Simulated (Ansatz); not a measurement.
Steps of a relaxation of `C[S][SnH2][S]C` with RKS PBE0-D4/def2-TZVP.

```sh
$ ansatz run in.yaml --threads 4 --pin off --events-out ev --progress --plain --max-ram 11315MiB
```

```yaml
crystal:
  periodic: [false, false, false]
  atoms:
    - {symbol: C, position_ang: [-1.723428, 0.430633, 1.360051]}
    - {symbol: S, position_ang: [-0.947680, 1.679692, 0.253536]}
    - {symbol: Sn, position_ang: [1.376672, 0.955179, 0.448640]}
    - {symbol: S, position_ang: [1.333612, -1.417850, -0.128006]}
    - {symbol: C, position_ang: [0.491314, -1.297007, -1.759414]}
    - {symbol: H, position_ang: [-1.341106, -0.585761, 1.140954]}
    - {symbol: H, position_ang: [-1.555691, 0.673870, 2.427503]}
    - {symbol: H, position_ang: [-2.811212, 0.457845, 1.155225]}
    - {symbol: H, position_ang: [1.986163, 1.040059, 2.065081]}
    - {symbol: H, position_ang: [2.269288, 1.913998, -0.680827]}
    - {symbol: H, position_ang: [0.147255, -2.317438, -2.015759]}
    - {symbol: H, position_ang: [1.183567, -0.944027, -2.548670]}
    - {symbol: H, position_ang: [-0.388454, -0.623892, -1.703614]}
basis:
  gaussian: {orbitals: def2-TZVP}
hamiltonian: {xc: pbe0, dispersion: d4}
relax: {f_tol: 0.005, max_steps: 150}
```

Positions (Å) and forces (eV/Å) along the path, 10 of 10 steps:

```xyz
13
step=1 energy=-29699.4774 eV
C    -1.723    0.431    1.360   -0.128   -0.109    0.096
S    -0.948    1.680    0.254    0.341   -0.459    0.359
Sn    1.377    0.955    0.449   -0.272   -0.191   -0.096
S     1.334   -1.418   -0.128   -0.168    0.572   -0.297
C     0.491   -1.297   -1.759   -0.122    0.004   -0.164
H    -1.341   -0.586    1.141   -0.188    0.525    0.096
H    -1.556    0.674    2.428   -0.053   -0.099   -0.575
H    -2.811    0.458    1.155    0.558   -0.002    0.088
H     1.986    1.040    2.065   -0.133   -0.006   -0.298
H     2.269    1.914   -0.681   -0.161   -0.196    0.204
H     0.147   -2.317   -2.016    0.181    0.507    0.148
H     1.184   -0.944   -2.549   -0.332   -0.176    0.448
H    -0.388   -0.624   -1.704    0.478   -0.369   -0.009
13
step=2 energy=-29699.5410 eV
C    -1.705    0.432    1.358   -0.023    0.029   -0.020
S    -0.909    1.662    0.265   -0.374   -0.031    0.074
Sn    1.340    0.928    0.434    0.081    0.053    0.038
S     1.334   -1.377   -0.126   -0.092   -0.282   -0.229
C     0.497   -1.281   -1.748   -0.003   -0.035    0.011
H    -1.362   -0.581    1.122   -0.060    0.169    0.046
H    -1.510    0.660    2.411   -0.026   -0.049   -0.169
H    -2.783    0.499    1.171    0.192   -0.011    0.038
H     1.915    1.029    2.020    0.095    0.006    0.210
H     2.226    1.845   -0.676    0.112    0.138   -0.143
H     0.198   -2.302   -2.007    0.056    0.180    0.038
H     1.177   -0.901   -2.518   -0.118   -0.054    0.122
H    -0.397   -0.649   -1.691    0.161   -0.114   -0.016
13
step=3 energy=-29699.5566 eV
C    -1.716    0.446    1.361    0.008    0.042   -0.031
S    -0.930    1.670    0.263   -0.051   -0.066    0.058
Sn    1.338    0.928    0.437    0.016    0.016   -0.005
S     1.331   -1.396   -0.132   -0.045   -0.016   -0.083
C     0.505   -1.296   -1.754    0.020   -0.002    0.043
H    -1.405   -0.568    1.099   -0.024    0.054    0.027
H    -1.480    0.650    2.407   -0.022   -0.024   -0.057
H    -2.793    0.539    1.212    0.063   -0.007    0.018
H     1.932    1.022    2.033   -0.002   -0.002    0.013
H     2.225    1.865   -0.678    0.009    0.005   -0.012
H     0.248   -2.319   -2.037    0.021    0.063    0.013
H     1.173   -0.874   -2.507   -0.051   -0.027    0.034
H    -0.409   -0.702   -1.690    0.058   -0.037   -0.017
13
step=4 energy=-29699.5572 eV
C    -1.718    0.452    1.372   -0.047   -0.001    0.025
S    -0.937    1.656    0.258    0.015    0.024    0.003
Sn    1.337    0.927    0.435   -0.021   -0.015   -0.006
S     1.314   -1.398   -0.133    0.027    0.010    0.009
C     0.515   -1.297   -1.762   -0.001   -0.045   -0.039
H    -1.431   -0.569    1.120    0.014    0.005   -0.021
H    -1.473    0.656    2.414    0.006    0.011   -0.005
H    -2.795    0.560    1.236    0.007   -0.009    0.009
H     1.929    1.021    2.032   -0.004    0.000    0.004
H     2.225    1.862   -0.682   -0.001   -0.003   -0.005
H     0.277   -2.321   -2.050   -0.005    0.014   -0.013
H     1.184   -0.868   -2.508    0.011    0.001    0.012
H    -0.407   -0.717   -1.719   -0.001    0.007    0.028
13
step=5 energy=-29699.5581 eV
C    -1.723    0.458    1.377    0.002   -0.001    0.006
S    -0.939    1.662    0.265    0.007    0.007   -0.007
Sn    1.332    0.923    0.432   -0.008   -0.009    0.004
S     1.325   -1.403   -0.139    0.005    0.011    0.011
C     0.522   -1.301   -1.765    0.000   -0.007   -0.008
H    -1.432   -0.561    1.121   -0.002   -0.003   -0.002
H    -1.475    0.661    2.419    0.001    0.003    0.004
H    -2.800    0.564    1.244   -0.001    0.000    0.000
H     1.921    1.016    2.031    0.002    0.000   -0.004
H     2.220    1.856   -0.687   -0.005   -0.001    0.004
H     0.282   -2.323   -2.060   -0.002    0.001   -0.004
H     1.189   -0.866   -2.510    0.004    0.001   -0.003
H    -0.400   -0.721   -1.712   -0.004   -0.001    0.000
13
step=6 energy=-29699.5582 eV
C    -1.725    0.461    1.381   -0.006    0.006   -0.001
S    -0.941    1.663    0.266    0.002   -0.005    0.006
Sn    1.329    0.920    0.433    0.000    0.005   -0.005
S     1.325   -1.404   -0.140    0.000   -0.003    0.001
C     0.526   -1.304   -1.769    0.002    0.003   -0.001
H    -1.440   -0.559    1.122    0.001    0.000    0.001
H    -1.472    0.664    2.422    0.002    0.001    0.000
H    -2.802    0.573    1.252   -0.002   -0.001    0.002
H     1.922    1.012    2.030   -0.003   -0.001    0.001
H     2.212    1.857   -0.686    0.003    0.000   -0.002
H     0.293   -2.326   -2.067    0.000   -0.002   -0.001
H     1.193   -0.864   -2.511    0.001    0.000    0.000
H    -0.399   -0.729   -1.718    0.000   -0.001   -0.002
13
step=7 energy=-29699.5583 eV
C    -1.731    0.468    1.391    0.004    0.001   -0.003
S    -0.945    1.661    0.267   -0.007   -0.003    0.005
Sn    1.324    0.916    0.431    0.001    0.003   -0.001
S     1.324   -1.408   -0.144   -0.003   -0.007   -0.004
C     0.535   -1.307   -1.778    0.001    0.007    0.001
H    -1.455   -0.555    1.133    0.001    0.002    0.003
H    -1.469    0.672    2.430    0.001   -0.001   -0.002
H    -2.807    0.587    1.270    0.001    0.002    0.000
H     1.918    1.007    2.027   -0.003    0.000    0.001
H     2.207    1.854   -0.688    0.001   -0.001   -0.001
H     0.311   -2.330   -2.081    0.002   -0.002    0.002
H     1.204   -0.860   -2.513   -0.002   -0.001    0.001
H    -0.395   -0.740   -1.730    0.003    0.000   -0.002
13
step=8 energy=-29699.5584 eV
C    -1.735    0.478    1.407   -0.009   -0.006    0.004
S    -0.955    1.659    0.266    0.004   -0.001   -0.003
Sn    1.313    0.909    0.427    0.004    0.003    0.000
S     1.317   -1.415   -0.147   -0.003    0.004    0.000
C     0.549   -1.311   -1.790   -0.004   -0.003   -0.008
H    -1.469   -0.548    1.152    0.001    0.002    0.002
H    -1.460    0.686    2.441    0.001    0.000   -0.002
H    -2.812    0.603    1.296    0.003    0.000    0.000
H     1.905    0.999    2.024   -0.002    0.003    0.002
H     2.196    1.845   -0.693    0.002   -0.003    0.000
H     0.334   -2.334   -2.100    0.001    0.001    0.001
H     1.224   -0.858   -2.515    0.000    0.000    0.003
H    -0.385   -0.749   -1.753    0.002    0.000    0.000
13
step=9 energy=-29699.5585 eV
C    -1.736    0.480    1.410   -0.003   -0.005    0.004
S    -0.957    1.657    0.266    0.001    0.003   -0.005
Sn    1.311    0.909    0.427   -0.001    0.000   -0.003
S     1.314   -1.415   -0.148    0.000   -0.004    0.002
C     0.551   -1.312   -1.794   -0.002    0.004   -0.004
H    -1.471   -0.547    1.157    0.000    0.001    0.000
H    -1.459    0.689    2.443    0.000    0.000   -0.001
H    -2.813    0.605    1.302    0.003    0.000    0.000
H     1.901    1.001    2.025    0.000   -0.001   -0.001
H     2.197    1.843   -0.694    0.000    0.000    0.001
H     0.337   -2.335   -2.104    0.001    0.002    0.003
H     1.229   -0.859   -2.517    0.000    0.000    0.002
H    -0.383   -0.750   -1.760    0.001   -0.001    0.001
13
step=10 energy=-29699.5585 eV
C    -1.735    0.479    1.409   -0.002   -0.003    0.003
S    -0.957    1.657    0.265    0.001    0.002   -0.003
Sn    1.312    0.909    0.426    0.000   -0.001    0.001
S     1.313   -1.415   -0.147    0.001    0.000    0.002
C     0.550   -1.311   -1.793   -0.002    0.000   -0.004
H    -1.469   -0.548    1.157    0.000    0.001   -0.001
H    -1.459    0.689    2.442    0.000    0.001   -0.001
H    -2.813    0.602    1.300    0.002    0.000    0.000
H     1.901    1.001    2.025    0.000    0.000    0.000
H     2.197    1.842   -0.694    0.000    0.000    0.000
H     0.335   -2.334   -2.103    0.000    0.001    0.000
H     1.228   -0.859   -2.516    0.000    0.000    0.001
H    -0.383   -0.748   -1.758    0.001    0.000    0.001
```

It took 83 s on 4 threads of an Arm Neoverse V2 on a shared host, with 0.82 GiB of host memory at the peak.
